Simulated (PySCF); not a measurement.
Isomers of C4H8F2Si. Level of theory: PBE0-D3(BJ)/def2-SVP geometry optimisation, gas phase in PySCF 2.14.0. Energies are electronic, without zero-point or thermal terms, for one conformer each. No frequencies were run at this level. Point groups hold within 0.08 Å.

Question: Order them by energy at this level, lowest first, and give relative energies in kJ/mol.
A. `[F:1][CH:2]([F:3])[C@@H:4]1[CH2:5][CH2:6][SiH2:7]1` with F1–C2–C4–C5 176°, C2–C4–C5–C6 -149°, C4–C5–C6–Si7 23°, C5–C6–Si7–C4 -19°, C2–C4–Si7–C6 140°
B. `[CH2:1]=[C:2]([SiH3:3])[CH2:4][CH:5]([F:6])[F:7]` with C1–C2–C4–C5 121°, C2–C4–C5–F6 62°

Answer: A (0.0), B (38.5).

As drawn, the lower has a four-membered ring, which the higher lacks; the higher has a C=C bond outside aromatic rings, which the lower lacks.

| SMILES | E (Eh) | E rel (kJ/mol) | dipole (D) | point group | A, B, C (MHz) |
| --- | --- | --- | --- | --- | --- |
| FC(F)[C@@H]1CC[SiH2]1 | -645.55610 | 0.0 | 2.34 | C1 | 3918, 1428, 1108 |
| C=C([SiH3])CC(F)F | -645.54144 | 38.5 | 2.08 | C1 | 3409, 1365, 1034 |

Question: How do the relative energies change in single points at PBE0/pcSseg-1 (no added dispersion term) on the same geometries?

Answer: 
| SMILES | PBE0-D3(BJ)/def2-SVP (kJ/mol) | PBE0/pcSseg-1 (kJ/mol) | shift |
| --- | --- | --- | --- |
| FC(F)[C@@H]1CC[SiH2]1 | 0.0 | 0.0 | 0.0 |
| C=C([SiH3])CC(F)F | 38.5 | 36.0 | -2.5 |

Each column counts from its own lowest isomer. The order is unchanged; the largest shift is 2.5 kJ/mol.
